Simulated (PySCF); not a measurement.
**The potential of point charges around `C#CC[C@@H](C)[Si@@H]1C[C@H]1F`**

Species: `C#CC[C@@H](C)[Si@@H]1C[C@H]1F`. Coordinates (PBE0-D3(BJ)/def2-SVP, Å) and charges (e) from the PBE0/pcSseg-1 density (PySCF):

| atom | x | y | z | Mulliken | IAO | Hirshfeld | ESP-fitted |
| --- | --- | --- | --- | --- | --- | --- | --- |
| C1 | 2.349 | -2.002 | -0.192 | -0.3713 | -0.2460 | -0.1168 | -0.5532 |
| C2 | 2.210 | -0.811 | -0.023 | +0.1374 | -0.0367 | -0.0370 | +0.1875 |
| C3 | 1.996 | 0.616 | 0.187 | -0.1310 | -0.2631 | -0.0492 | -0.4040 |
| C4 | 0.547 | 1.066 | -0.080 | -0.5790 | -0.3533 | -0.0941 | +0.1957 |
| C5 | 0.156 | 0.908 | -1.546 | -0.2431 | -0.4054 | -0.1136 | -0.5605 |
| Si6 | -0.676 | 0.186 | 1.066 | +0.6675 | +0.7735 | +0.3127 | +0.0149 |
| C7 | -1.797 | -1.197 | 0.504 | -0.4908 | -0.5502 | -0.1815 | -0.3254 |
| C8 | -2.504 | 0.144 | 0.657 | -0.0129 | -0.0693 | -0.0416 | -0.0488 |
| F9 | -3.480 | 0.212 | 1.611 | -0.3126 | -0.3087 | -0.1214 | -0.1839 |
| H10 | 2.479 | -3.059 | -0.335 | +0.0656 | +0.2008 | +0.0951 | +0.3387 |
| H11 | 2.681 | 1.184 | -0.469 | +0.1571 | +0.1610 | +0.0550 | +0.1659 |
| H12 | 2.289 | 0.870 | 1.221 | +0.1626 | +0.1629 | +0.0560 | +0.1570 |
| H13 | 0.492 | 2.137 | 0.190 | +0.1570 | +0.1462 | +0.0427 | +0.0628 |
| H14 | 0.205 | -0.148 | -1.857 | +0.1384 | +0.1447 | +0.0372 | +0.1910 |
| H15 | -0.865 | 1.271 | -1.738 | +0.1285 | +0.1376 | +0.0435 | +0.1480 |
| H16 | 0.837 | 1.478 | -2.198 | +0.1215 | +0.1383 | +0.0417 | +0.1475 |
| H17 | -0.297 | 0.153 | 2.503 | -0.0382 | -0.0949 | -0.0625 | +0.0348 |
| H18 | -1.773 | -1.662 | -0.488 | +0.1542 | +0.1555 | +0.0456 | +0.1226 |
| H19 | -2.038 | -1.911 | 1.301 | +0.1648 | +0.1691 | +0.0489 | +0.1705 |
| H20 | -2.849 | 0.593 | -0.287 | +0.1242 | +0.1379 | +0.0397 | +0.1388 |

Points outside the species (Å): A (-2.6, -5.1, 3.9); B (-0.3, -5.9, -0.1); C (-2.9, -8.9, 2.7); D (2.1, 1.6, 4.0).

Question: Find the potential V = 14.3996 V·Å × Σ q/r of each set of charges at these points.

Answer: In volts:

| point | nearest atom | distance (Å) | Mulliken | IAO | Hirshfeld | ESP-fitted |
| --- | --- | --- | --- | --- | --- | --- |
| A | H19 | 4.15 | -0.100 | -0.091 | -0.066 | -0.063 |
| B | H10 | 3.98 | -0.164 | +0.050 | +0.009 | +0.064 |
| C | H19 | 7.18 | -0.076 | -0.037 | -0.026 | -0.017 |
| D | H12 | 2.88 | +0.484 | +0.360 | +0.156 | +0.167 |

Question: How far are the other sets from the ESP-fitted one at these points?

Answer: Root-mean-square difference: Hirshfeld 0.028 V, IAO 0.098 V, Mulliken 0.198 V. The ESP scheme is a least-squares fit of atom-centred charges to the potential on four shells outside the van der Waals surface, with the total charge fixed.

Question: What energy would a point charge of -1 e have at D in the field of the ESP charges, leaving out polarisation?

Answer: -0.167 eV = -16.1 kJ/mol, an attraction.

One conformer (not necessarily the lowest) at the PBE0-D3(BJ)/def2-SVP geometry, without solvent, vibrations or thermal averaging.

The run behind these numbers computed NMR shieldings as well. The run took 96 s wall (with the writing of density and orbital grids) on one thread, Arm Neoverse N1 (aarch64), no GPU, shared host with 64 logical CPUs at a one-minute load of 61, and the process peaked at 1.0 GiB of memory.

The values belong to the conformer `[CH:1]#[C:2][CH2:3][C@@H:4]([CH3:5])[Si@@H:6]1[CH2:7][C@H:8]1[F:9]`: C2–C3–C4–C5 -65°, C3–C4–Si6–C7 -105°.
